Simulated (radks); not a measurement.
Problem. These are the eigenvalues of the occupied orbitals of an atom or ion with whole-number occupations (hartree). Method: Dirac Kohn-Sham, PBE, spin-unpolarised, spherical densities, point nucleus; computed with a radial shooting solver on a logarithmic mesh with Libxc functionals.

orbital  eigenvalue
1s1/2     -889.7822
2s1/2     -131.7631
2p1/2     -122.3728
2p3/2     -116.5153
3s1/2     -25.54731
3p1/2     -21.84289
3p3/2     -20.82117
3d3/2     -14.26676
3d5/2     -14.06294
4s1/2      -5.25232
4p1/2      -4.08772
4p3/2      -3.91540
4d3/2      -2.11471
4d5/2      -2.09174

Which element is it, and in what charge state? The configuration may be excited. Open shells, if any, fill j = l - 1/2 first.

Solution. Z = 46, palladium, charge +4: Pd4+ in [Kr] 4d6. The list shows which subshells hold electrons but not how many an open one holds; the 1s level, -889.78 hartree, gives Z - s = 42.2 by -(Z - s)^2/2, which with screening and relativity narrows Z to a few neighbours, and the depths of the outer levels then fix element, charge and occupations together.
